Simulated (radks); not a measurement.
Values are calculated unless marked as measured or tabulated.
Species: V3+. Configuration: [Ar] 4p2 (not the ground configuration).

Code: a radial shooting solver on a logarithmic mesh with Libxc functionals. Model: non-relativistic Kohn-Sham, PBE, spin-polarised, spherical densities, point nucleus; open shells are filled with parallel spins first.

Energy parts (Ry):
part                       energy
total                 -1880.52128
kinetic                1879.08330
electron-nucleus      -4382.50859
Hartree                 709.23531
exchange-correlation    -86.33130

Orbitals (lengths in bohr, moments of r in powers of bohr; r(max) is where P^2 peaks):
| orbital | occ. | eigenvalue (Ry) | r(max) | <r> |
|---|---|---|---|---|
| 1s up | 1 | -395.4410 | 0.04410 | 0.06706 |
| 1s down | 1 | -395.4312 | 0.04410 | 0.06706 |
| 2s up | 1 | -47.98512 | 0.2582 | 0.3109 |
| 2s down | 1 | -47.97692 | 0.2582 | 0.3109 |
| 2p up | 3 | -41.12101 | 0.2093 | 0.2751 |
| 2p down | 3 | -41.10932 | 0.2093 | 0.2751 |
| 3s up | 1 | -8.84460 | 0.8104 | 0.9170 |
| 3s down | 1 | -8.81873 | 0.8109 | 0.9165 |
| 3p up | 3 | -6.92455 | 0.8226 | 0.9538 |
| 3p down | 3 | -6.89672 | 0.8232 | 0.9522 |
| 4p up | 2 | -2.06675 | 2.367 | 2.566 |

The highest occupied level is 4p up at -28.120 eV. The density falls to 0.001 e/bohr^3 at r = 4.01 bohr. The spin density at the nucleus is -0.0611 e/bohr^3 (1s -0.1133, 2s 0.0113, 3s 0.0409), a Fermi contact field of -3.21 T. Virial ratio -V/T = 2.00077. Summed over all electrons, <r^2> = 23.88 bohr^2, which gives a Langevin (diamagnetic) susceptibility term of -18.9 x 10^-6 cm^3/mol. Spin moment in Bohr magnetons: 2.
